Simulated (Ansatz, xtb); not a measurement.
# Two structures of C4H5BF2O2

Structure I is a singlet given by its coordinates and structure II is `C/C(=C\B(F)F)OC=O`, a singlet. Both are isolated molecules in the gas phase, relaxed with B3LYP-D3(BJ)/def2-SVP; the shapes shown needn't be the lowest conformers.

I (Å):

```xyz
14

C     1.5855    1.0580    1.5416
C     1.1671   -0.2571    0.9706
C     0.7631   -1.4812   -1.0229
C     0.3481   -2.5748   -0.3925
B     0.2732   -2.6791    1.2011
F    -0.9866   -2.7423    1.7218
F     1.1568   -3.5488    1.7701
O     0.8196   -1.1918    1.7071
O     1.1746   -0.3156   -0.3358
H     0.6792    1.6549    1.7377
H     2.2224    1.6066    0.8372
H     2.0962    0.8948    2.4993
H     0.8569   -1.2975   -2.0931
H     0.0560   -3.4144   -1.0312
```

Close contacts (Å): C1–C2 1.49, C2–O8 1.24, C2–O9 1.31, C3–C4 1.33, C3–O9 1.41, C4–B5 1.60, B5–F6 1.36, B5–F7 1.36, B5–O8 1.66, C1–H10 1.10, C1–H11 1.10, C1–H12 1.10, C3–H13 1.09, C4–H14 1.09.

II (Å):

```xyz
14

C    -0.7492    1.4725   -0.4983
C     0.5836    0.7983   -0.4664
C     0.8592   -0.5055   -0.2653
C     1.9126    2.7644   -0.0900
B    -0.1553   -1.6314   -0.0009
F     0.2679   -2.8728    0.1968
F    -1.4730   -1.4530    0.0449
O     1.6729    1.6174   -0.7668
O     1.3123    3.1636    0.8638
H    -0.8354    2.1715    0.3467
H    -0.8405    2.0643   -1.4238
H    -1.5607    0.7400   -0.4514
H     1.9193   -0.7758   -0.2957
H     2.7810    3.2671   -0.5630
```

Estimate E(II) − E(I) at the level CCSD(T)/def2-SVP + ΔMP2/def2-TZVPP.

Calculated at CCSD(T)/def2-SVP + ΔMP2/def2-TZVPP: E(II) − E(I) = +8.6 kcal/mol, so structure I lies lower.

Level by level:

```
                             level               geometry  E(II) − E(I) (kcal/mol)  departure from the last row (kcal/mol)  job, with rough time for the two
                          GFN2-xTB               GFN2-xTB                     +12.8                                    +4.2              optimisation, 0.39 s
                         HF/STO-3G               GFN2-xTB                     +20.5                                   +11.9              single point, 0.46 s
                r2SCAN-D4/def2-SVP               GFN2-xTB                     +10.6                                    +2.0               single point, 4.5 s
             B3LYP-D3(BJ)/def2-SVP  B3LYP-D3(BJ)/def2-SVP                      +9.0                                    +0.4             optimisation, 2.5 min
                       HF/def2-SVP  B3LYP-D3(BJ)/def2-SVP                      +8.7                                    +0.1           part of the CCSD(T) run
                      MP2/def2-SVP  B3LYP-D3(BJ)/def2-SVP                      +8.0                                    −0.6           part of the CCSD(T) run
                  CCSD(T)/def2-SVP  B3LYP-D3(BJ)/def2-SVP                      +8.8                                    +0.2                      single point
CCSD(T)/def2-SVP + ΔMP2/def2-TZVPP  B3LYP-D3(BJ)/def2-SVP                      +8.6                                                     single point, 2.6 min
```

The levels shown agree on the order. The largest departure from CCSD(T)/def2-SVP + ΔMP2/def2-TZVPP is that of HF/STO-3G, 11.9 kcal/mol. The last row adds to CCSD(T) the change of the MP2 difference between the two basis sets, here −0.2 kcal/mol.

With thermal terms from frequencies at re-optimised GFN2-xTB minima (ideal gas, soft modes damped towards free rotors, one conformer each, 298.15 K, 1 atm): the zero-point term adds 0.0 kcal/mol; ΔH is +9.0 and ΔG +7.9 kcal/mol.

The correlated steps freeze 9 core orbitals. Run with Ansatz 0.2.0, xtb 6.7.1; the last row on 4 threads of Arm Neoverse V1 on a shared host.
